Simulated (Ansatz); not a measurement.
Input for Ansatz (a first-principles code): R-SVWN5/def2-TZVPP on C4H8O (SMILES C=CCOC).

Ansatz 0.2 input:
```yaml
crystal:
  periodic: [false, false, false]
  atoms:
    - {symbol: C, position_ang: [1.56716324, 0.07007740, -0.99110616]}
    - {symbol: C, position_ang: [1.33186431, -0.19519108, 0.28567577]}
    - {symbol: C, position_ang: [0.03342016, -0.71127155, 0.83967524]}
    - {symbol: O, position_ang: [-1.03878361, -0.71272302, -0.07782552]}
    - {symbol: C, position_ang: [-1.68255199, 0.54178440, -0.19899387]}
    - {symbol: H, position_ang: [0.80014071, -0.06771234, -1.74241580]}
    - {symbol: H, position_ang: [2.53325308, 0.42597864, -1.32343450]}
    - {symbol: H, position_ang: [2.11950128, -0.05944313, 1.02246789]}
    - {symbol: H, position_ang: [0.16729479, -1.74986649, 1.15958085]}
    - {symbol: H, position_ang: [-0.23434702, -0.13828962, 1.73997383]}
    - {symbol: H, position_ang: [-2.13028264, 0.84600858, 0.75544453]}
    - {symbol: H, position_ang: [-0.99435392, 1.32601989, -0.52972439]}
    - {symbol: H, position_ang: [-2.47231841, 0.42462832, -0.93931786]}
basis:
  gaussian:
    orbitals: def2-TZVPP
hamiltonian:
  xc: {name: SVWN5}
scf: {lower_state_search: off}
```

The head of its log:

```
WARN ansatz: RAYON_NUM_THREADS=1 ignored (pool sized by the plan → 1); use --threads N
Functional definition: SVWN5
these checks for a lower state are left out or cut short: stability, starts, cluster_reference, orbital_swaps, neighbouring_geometries, increment
integrals: 0.18 GiB planned
1343 factors; their error is unknown
mean field: 1.43 GiB planned
mean field evaluation 1: about -6256.8163 eV, gradient 8.0e1 eV
mean field evaluation 2: about -6233.6238 eV, gradient 1.3e2 eV
```

Problem. What total energy does the run end on?

Solution. -230.4904 hartree.
